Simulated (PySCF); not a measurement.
Electron correlation in Al (aluminium, neutral)

[Ne] 3s1 3p1 4s1, high-spin 4P determinant (an excited configuration). Calculation: PySCF 2.14, in x2c-QZVPPall with one added diffuse shell each of s, p, d, f type (10s7p5d3f1g, 86 functions); scalar relativity by spin-free X2C-1e. Frozen: [Ne]; 3 electrons correlated.

| level | correlation energy (mhartree) |
| --- | --- |
| CCSD | -11.20 |
| (T) | -0.15 |
| CCSD(T) | -11.35 |

Diagnostics: T1 = 0.019, D1 = 0.0443, largest double amplitude 0.042.

The outer electron is Rydberg-like, and this basis confines it to a smaller radius and binds it less than a complete one would.

Cost of the coupled-cluster step: of the order of 15 core-seconds, for 3 correlated electrons.
